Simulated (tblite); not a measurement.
Parent: `[SiH3:1][N:2]([SiH3:3])[SiH2:4][SH:5]` with Si1–N2–Si4–S5 -81°, N2–Si4–S5–H -45°, H9NSSi3.

The geometries are computed with GFN2-xTB (gas phase). One conformer each, not checked by frequencies here.

| coordinate of the parent | value |
| --- | --- |
| Si1–N2 | 1.752 Å |
| N2–Si3 | 1.747 Å |
| N2–Si4 | 1.735 Å |
| Si4–S5 | 2.147 Å |
| Si1–N2–Si3 | 122.4° |
| Si1–N2–Si4 | 117.1° |
| Si3–N2–Si4 | 119.6° |
| N2–Si4–S5 | 110.5° |

Problem. How does the shared frame change in `[CH2:1]=[C:2]([CH3:3])[Si@H:4]([SH:5])[N:6]([SiH3:7])[SiH3:8]` with C1–C2–Si4–S5 -117°, C2–Si4–S5–H 175°, C2–Si4–N6–Si7 143°, C3H13NSSi3? Atoms pair as Si1 = Si7, N2 = N6, Si3 = Si8, Si4 = Si4, S5 = S5 (parent first).

Solution. 
```tsv
parent	relative	value in the relative	change
Si1–N2	Si7–N6	1.750 Å	-0.002
N2–Si3	N6–Si8	1.750 Å	+0.003
N2–Si4	N6–Si4	1.739 Å	+0.004
Si4–S5	Si4–S5	2.160 Å	+0.013
Si1–N2–Si3	Si7–N6–Si8	118.8°	-3.6
Si1–N2–Si4	Si7–N6–Si4	120.9°	+3.8
Si3–N2–Si4	Si8–N6–Si4	120.3°	+0.7
N2–Si4–S5	N6–Si4–S5	110.5°	0.0
```

Of the parent's bonds, Si4–S5 changes most (+0.013 Å). Bonds of the relative outside the shared frame: C1=C2 1.325, C2–C3 1.497, C2–Si4 1.882 Å.

Problem. How does the shared frame change in `[N:1]#[C:2][Si@@H:3]([SH:4])[N:5]([SiH3:6])[SiH3:7]` with C2–Si3–S4–H -41°, C2–Si3–N5–Si6 -126°, CH8N2SSi3? Atoms pair as Si1 = Si6, N2 = N5, Si3 = Si7, Si4 = Si3, S5 = S4 (parent first).

Solution. 
```
    parent    relative  value in the relative  change
    Si1–N2      Si6–N5                1.760 Å  +0.008
    N2–Si3      N5–Si7                1.754 Å  +0.007
    N2–Si4      N5–Si3                1.720 Å  -0.015
    Si4–S5      Si3–S4                2.145 Å  -0.002
Si1–N2–Si3  Si6–N5–Si7                 120.2°    -2.2
Si1–N2–Si4  Si6–N5–Si3                 121.1°    +4.0
Si3–N2–Si4  Si7–N5–Si3                 118.6°    -1.0
 N2–Si4–S5   N5–Si3–S4                 109.4°    -1.1
```

Of the parent's bonds, N2–Si4 changes most (-0.015 Å). Bonds of the relative outside the shared frame: N1≡C2 1.145, C2–Si3 1.870 Å.

Problem. How does the shared frame change in `[N:1]#[C:2][CH2:3][Si@@H:4]([SH:5])[N:6]([SiH3:7])[SiH3:8]` with C2–C3–Si4–S5 79°, C3–Si4–S5–H 166°, C3–Si4–N6–Si7 -50°, C2H10N2SSi3? Atoms pair as Si1 = Si7, N2 = N6, Si3 = Si8, Si4 = Si4, S5 = S5 (parent first).

Solution. 
| parent | relative | value in the relative | change |
| --- | --- | --- | --- |
| Si1–N2 | Si7–N6 | 1.756 Å | +0.004 |
| N2–Si3 | N6–Si8 | 1.750 Å | +0.003 |
| N2–Si4 | N6–Si4 | 1.734 Å | -0.001 |
| Si4–S5 | Si4–S5 | 2.149 Å | +0.002 |
| Si1–N2–Si3 | Si7–N6–Si8 | 119.4° | -3.0 |
| Si1–N2–Si4 | Si7–N6–Si4 | 120.6° | +3.5 |
| Si3–N2–Si4 | Si8–N6–Si4 | 119.5° | -0.1 |
| N2–Si4–S5 | N6–Si4–S5 | 109.9° | -0.6 |

Of the parent's bonds, Si1–N2 and N2–Si3 change most and about equally (+0.003 to +0.004 Å). Bonds of the relative outside the shared frame: N1≡C2 1.144, C2–C3 1.427, C3–Si4 1.911 Å.
